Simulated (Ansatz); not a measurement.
One change: `Clc1ccccc1` becomes `[F][Ge]([F])([F])[c]1ccccc1`.

Ansatz, PBE0-D4/def2-TZVP geometries, multiplicity 1. Each molecule was computed in one conformer, which needn't be the lowest.

Scalar relativity is left out up to krypton.

```json
{"property": "HOMO–LUMO gap (PBE/def2-TZVPP) / eV", "`Clc1ccccc1`": "4.65"}
{"property": "size of the dipole moment (B3LYP/def2-TZVPP) / D", "`Clc1ccccc1`": "1.63"}
{"property": "HOMO–LUMO gap (ωB97M-V/def2-TZVPP) / eV", "`Clc1ccccc1`": "10.67"}
{"property": "LUMO energy (B3LYP/def2-TZVPP) / eV", "`Clc1ccccc1`": "-0.74"}
{"property": "LUMO energy (PBE/def2-TZVPP) / eV", "`Clc1ccccc1`": "-1.46"}
{"property": "LUMO energy (PBE0/def2-TZVPP) / eV", "`Clc1ccccc1`": "-0.55"}
```

(1) What does the change do to each property? (Best estimate.)

## Answers

(1) Ansatz gave: 
```
                                        property  `[F][Ge]([F])([F])[c]1ccccc1`  shift
             HOMO–LUMO gap (PBE/def2-TZVPP) / eV                           4.83   0.18
size of the dipole moment (B3LYP/def2-TZVPP) / D                           4.74   3.11
         HOMO–LUMO gap (ωB97M-V/def2-TZVPP) / eV                          10.78   0.11
             LUMO energy (B3LYP/def2-TZVPP) / eV                          -1.64  -0.90
               LUMO energy (PBE/def2-TZVPP) / eV                          -2.31  -0.85
              LUMO energy (PBE0/def2-TZVPP) / eV                          -1.46  -0.91
```

With PBE0 the HOMO falls by 1.01 eV and the LUMO falls by 0.91 eV, so the gap widens by about 0.10 eV. PBE moves the HOMO by -1.03 eV and ωB97M-V by -1.04 eV. Dipoles are sizes alone; their direction can turn.

B3LYP here is the variant with VWN-RPA as its local correlation; programs differ in this.
